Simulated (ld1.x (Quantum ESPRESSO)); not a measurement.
**Plane-wave convergence, TM potential for iodine (I)**

I, norm-conserving Troullier–Martins (Kleinman–Bylander form), made with ld1.x (Quantum ESPRESSO) 7.5 (PBE, fully relativistic). Core [Kr] 4d10, reference 5s2 5p5. Waves: 5p (bound): rc 1.45 bohr; 5d channel at 0.05 Ry: rc 1.55 bohr; 5s (bound): rc 1.65 bohr. Local part: the s channel. Core correction: Bessel-smoothed model core inside 1.30 bohr.

Open shells are filled in proportion to 2j + 1 (rel_dist='average').

The pseudo-atom Hamiltonian at the reference potential is diagonalised in spherical Bessel functions j_l(qr) that vanish at 20 bohr, with q² up to the cutoff. All-electron valence levels (Ry): 5p1/2 -0.5715, 5p3/2 -0.4981, 5s -1.2778.

Task: How do the lowest levels (Ry) of each channel move with the cutoff, and are there ghosts?

Result:

```
cutoff (Ry)  p1/2 #1  p1/2 #2  p1/2 #3   p3/2 #1  p3/2 #2  d3/2 #1  d3/2 #2  d5/2 #1  d5/2 #2     s #1     s #2    f #1  Σ f·Δε (mRy)
          8  -0.5727   0.0255   0.1142   -0.5872   0.0251   0.0519   0.1072   0.0519   0.1072  -1.2007  -0.0320  0.1152         453.2
         18  -0.6710   0.0223   0.1092   -0.7263   0.0207   0.0509   0.1057   0.0509   0.1057  -1.2635  -0.0371  0.1152         955.0
         30  -0.9897   0.0093   0.0927   -1.2944   0.0003   0.0495   0.1036   0.0496   0.1037  -1.2739  -0.0377  0.1152        2365.6
         50  -8.5106  -0.5616   0.0254   -9.9449  -0.4662   0.0487   0.1024   0.0489   0.1027  -1.2773  -0.0379  0.1152         123.8
         70  -9.5913  -0.5703   0.0251  -12.1305  -0.4917   0.0475   0.1010   0.0481   0.1017  -1.2778  -0.0380  0.1152          23.2
        110  -9.6561  -0.5706   0.0251  -12.7180  -0.4962   0.0295   0.0879   0.0378   0.0923  -1.2779  -0.0380  0.1152           7.5
        160  -9.7303  -0.5712   0.0251  -12.8689  -0.4977  -2.0268   0.0629  -1.2941   0.0644  -1.2779  -0.0380  0.1152           1.6
        260  -9.7686  -0.5715   0.0251  -12.9093  -0.4980  -3.6723   0.0608  -3.5327   0.0611  -1.2779  -0.0380  0.1152           0.1
        400  -9.7719  -0.5715   0.0251  -12.9125  -0.4980  -3.6899   0.0608  -3.5662   0.0610  -1.2779  -0.0380  0.1152           0.0
```

Result: ghost states, extra bound levels that the all-electron valence spectrum of the same l lacks: p3/2 at -175.7 eV, p1/2 at -133.0 eV, d3/2 at -50.2 eV, d5/2 at -48.5 eV (a true bound ghost makes a file unfit for plane-wave use); 10 mRy is reached at 110 Ry and 1 mRy at 200 Ry.
